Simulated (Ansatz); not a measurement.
Harmonic frequencies (cm⁻¹) at PBE0-D4/def2-TZVP from Ansatz: 189, 228, 299, 487, 540, 567, 585, 686, 711, 853, 915, 955, 1036, 1192, 2258, 2278, 2677, 3156.

Each molecule was computed in one conformer, which needn't be the lowest.

Q: Which molecule is it?
A. `C1[SiH2]SS1`
B. `C[SiH]1SS1`
C. `S=C[SiH2]S`
D. `SC1[SiH2]S1`

A: D.
